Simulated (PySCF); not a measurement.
Excitations are Tamm–Dancoff values on a coarser integration grid. The basis has no diffuse functions, so Rydberg states are missing or too high.

Z-matrix (Å, degrees):
```
C
C 1 1.4178
C 2 1.3824 1 121.80
H 2 1.0944 3 120.35 1 -179.99
C 1 1.4181 2 122.14 4 -0.01
C 5 1.3734 1 121.16 2 -180.00
H 6 1.0910 5 121.33 1 180.00
H 5 1.0930 6 119.89 7 0.00
C 6 1.4142 7 119.26 5 180.00
C 9 1.3750 6 121.38 7 -180.00
H 10 1.0915 9 120.15 6 180.00
C 10 1.4163 11 119.95 9 -180.00
C 12 1.4192 10 122.01 11 0.00
C 13 1.3731 12 120.75 10 180.00
H 13 1.0931 14 120.39 3 -179.99
H 14 1.0941 13 118.97 15 -0.02
Cl 9 1.7313 10 120.04 11 0.00
Si 3 1.8773 2 120.92 4 -0.01
H 18 1.4940 3 109.09 2 0.16
H 18 1.4960 19 109.28 4 -121.37
H 18 1.4961 19 109.27 20 -117.52
```
Charge 0, spin multiplicity 1.

Task: What S1–T1 gap (TDA), T1 excitation (TDA), S1 oscillator strength, dipole moment and brightest of the four lowest singlets (TDA) does PySCF with PBE0-D4/def2-TZVP // PBE0-D4/def2-SVP give?

Result: 
The S1–T1 gap (TDA) comes out as 1.40 eV and the T1 excitation (TDA) comes out as 2.94 eV. The S1 oscillator strength is 0.002 and the dipole moment is 0.73 D. The brightest of the four lowest singlets (TDA) is 5.88 eV.
